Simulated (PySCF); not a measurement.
Compound: C6H6IN.
InChI=1S/C6H6IN/c7-5-1-3-6(8)4-2-5/h1-4H,8H2

Level of theory: PBE0-D3(BJ)/def2-SVP geometry optimisation, gas phase, def2 core potentials past Kr in PySCF.

Masses are those of the commonest isotopes; rigid-rotor values at the optimised geometry. 

Q: Give the principal moments of inertia and the rotational constants in cm⁻¹.

A: Ia = 90.09, Ib = 1037.37, Ic = 1127.17 u·Å²; 505379 MHz·u·Å²/I gives 5609, 487.2 and 448.4 MHz, that is A = 0.18711, B = 0.01625, C = 0.01496 cm⁻¹.

Q: Classify the top.

A: A near-prolate asymmetric top; Ray's κ = -0.985.

Q: What does the inertial defect say?

A: Not planar: Δ = Ic − Ia − Ib = -0.29 u·Å². For a rigid frame Δ = −2 Σ m c², so Σ m c² = 0.15 u·Å² lies off the ab plane: 0.12 from hydrogen and 0.03 from heavier atoms. The atom farthest from that plane is 0.25 Å away.

Q: Where do the levels up to J = 2 lie, in MHz?

A: Above 0(0,0):
J = 1: 1(0,1) 936, 1(1,1) 6058, 1(1,0) 6097
J = 2: 2(0,2) 2806, 2(1,2) 7890, 2(1,1) 8006, 2(2,1) 23373, 2(2,0) 23373

Q: Which lines would a microwave search look for?

A: The dipole components are |μa| = 3.62 D, |μb| = 0.00 D, |μc| = 0.83 D; the mirror of this Cs structure is the ac plane, so μb vanishes by symmetry and there are no b-type lines. The squared components, which scale the intensities, stand as 1.00 : 0.05 (a : c). Some lines, for components of 0.1 D or more:

```
type  branch         J(Ka,Kc)    MHz  lower level (cm⁻¹)
   a       Q  4(1,3) ← 4(1,4)    388               0.477
   a       R  3(2,1) ← 2(2,0)   2807               0.780
   a       R  4(1,4) ← 3(1,3)   3664               0.355
   a       R  4(0,4) ← 3(0,3)   3740               0.187
   a       R  4(2,3) ← 3(2,2)   3742               0.873
   a       R  4(3,1) ← 3(3,0)   3743               1.731
   a       R  4(1,3) ← 3(1,2)   3819               0.363
   c       Q  1(1,1) ← 1(0,1)   5122               0.031
   c       Q  4(2,3) ← 4(1,3)  15231               0.490
   c       Q  3(2,2) ← 3(1,2)  15309               0.363
   c       R  2(2,1) ← 1(1,1)  17315               0.202
   c       R  3(2,1) ← 2(1,1)  18174               0.267
   c       R  4(2,2) ← 3(1,2)  19054               0.363
   c       R  4(2,3) ← 3(1,3)  19283               0.355
   c       Q  3(3,1) ← 3(2,1)  25707               0.873
   c       R  3(3,1) ← 2(2,1)  28515               0.780
   c       R  4(3,1) ← 3(2,1)  29450               0.873
   c       Q  4(4,1) ← 4(3,1)  35991               1.856
```

Q: Estimate the classical rotational partition function at 10 K, 200 K and 500 K.

A: Point group Cs, symmetry number σ = 1; q = (√π/σ)·√((kT/h)³/(ABC)), k/h = 20836.6 MHz/K: 4820 at 10 K, 431000 at 200 K, 1700000 at 500 K.

Not checked by PBE0-D3(BJ)/def2-SVP frequencies. Zero-point vibration and centrifugal distortion are left out. A rigid rotor knows nothing of inversion at nitrogen, which can split or shift real lines. Quadrupole hyperfine structure (14N, 127I) is left out.

The values belong to the conformer `[NH2:1][c:2]1[cH:3][cH:4][c:5]([I:6])[cH:7][cH:8]1`: H–N1–C2–C3 -21°, H–N1–C2–C3 -161°.
